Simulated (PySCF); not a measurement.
# Deuteron quadrupole couplings in `C=CC[Si@@H](F)C(F)=C(F)F`

Species: C₅H₆F₄Si.
Z-matrix (Å and degrees, GFN2-xTB geometry), rows numbered from 1:
```
C 
C   1  1.3202
C   2  1.4987  1  124.16
Si  3  1.9008  2  111.05  1  -106.30
F   4  1.6072  3  108.91  2   -58.37
C   4  1.9016  3  109.80  2    54.87
F   6  1.3476  4  117.71  3  -133.69
C   6  1.3246  4  124.63  3    47.00
F   8  1.3304  6  122.14  4     0.17
F   8  1.3235  6  127.74  4   179.71
H   1  1.0763  2  121.93  3   179.48
H   1  1.0780  2  121.70  3    -1.31
H   2  1.0815  1  120.45  3  -178.71
H   3  1.0910  2  109.36  1   133.71
H   3  1.0893  2  109.81  1    15.92
H   4  1.4532  3  116.80  2  -177.99
```

Level: PBE0/pcSseg-1 (PySCF, non-relativistic); Q(2H) = 0.00286 b; rigid geometry, the same for H and D, with no vibrational averaging.

Question: Rank these positions by the coupling χzz of a deuteron there, largest first.
A. H11 (vinylic hydrogen)
B. H16 (Si–H hydrogen)
C. H13 (vinylic hydrogen)
D. H15 (methylene hydrogen)

Answer: A (228 kHz), C (217 kHz), D (210 kHz), B (111 kHz).

Give the electric field gradient Vzz (the principal value of largest size), its asymmetry and the 2H coupling at each hydrogen.

```tsv
atom	bonded to	bond length (Å)	Vzz (au)	η	χzz (kHz)
H11	C1	1.076	0.3389	0.05	228
H12	C1	1.078	0.3342	0.06	225
H13	C2	1.082	0.3236	0.06	217
H14	C3	1.091	0.3111	0.03	209
H15	C3	1.089	0.3121	0.03	210
H16	Si4	1.453	0.1648	0.01	111
```

Average by the element that carries the hydrogen.

on C: 218 kHz over 5 positions, mean bond length 1.083 Å; on Si: 111 kHz over 1 position, mean bond length 1.453 Å.

How does χzz go with the bond length over the 5 C–H bonds?

A straight-line fit has a slope of -12.5 kHz for each 0.01 Å, with a correlation coefficient of -0.98, over lengths from 1.076 to 1.091 Å. The longer bonds have the smaller couplings here.

A static deuteron (I = 1) shows a doublet split by (3/2)χ, (3/4)χ(1 + η) and (3/4)χ(1 − η) with the field along z, y and x of the gradient. What are these for H16?

With |χ| = 110.7 kHz and η = 0.011: 166, 84 and 82 kHz, to first order and without motion.

The structure is a single GFN2-xTB conformer in the gas phase; no vibrational or solvent corrections. GFN2-xTB bond lengths can be off by several hundredths of an ångström, more for odd bonds, and the gradients follow them. A larger basis could move these couplings by a tenth or more.
